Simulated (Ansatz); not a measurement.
`Cl[SiH2]C1BN1` + `NCOC=O` → `O=COC[SiH2]Cl` + `NC1BN1`  (formal exchange of groups at the Si–C bond)

Calculated with Ansatz (gas phase, PBE0-D4/def2-TZVP geometries, no zero-point term in ΔE). CBS: MP2 limit from def2 TZ/QZ plus the TZ coupled-cluster correction, frozen cores. This one scheme is used for every species. Functionals use def2-TZVPP. B3LYP here is the variant with VWN-RPA as its local correlation; programs differ in this. Each species was taken in one conformer, which may not be the lowest.

| level | ΔE (kJ/mol) |
| --- | --- |
| B3LYP-D4 | 25.0 |
| ωB97M-V | 27.3 |
| PBE | 24.0 |
| r2SCAN | 27.5 |
| HF/def2-QZVPP | 36.6 |
| SCS-MP2/def2-QZVPP | 29.4 |
| MP2/CBS(def2) | 28.7 |
| CCSD/CBS(def2) | 28.2 |

Problem. What does CCSD(T)/CBS give? (Estimate.)

Solution. The calculation gave: +27.1 kJ/mol. The listed levels differ from it by -2.1, 0.2, -3.1, 0.4, 9.5, 2.3, 1.6, 1.1 kJ/mol.

Largest T1 diagnostic among the species: 0.015.

From PBE to PBE0 (25 % exact exchange), in def2-TZVPP and without D4, ΔE moves by +3.2 kJ/mol. In def2-TZVPP, CCSD(T) changes the Hartree–Fock value by −9.2 kJ/mol (the triples alone add −1.2 kJ/mol) and MP2 by −7.5 kJ/mol.
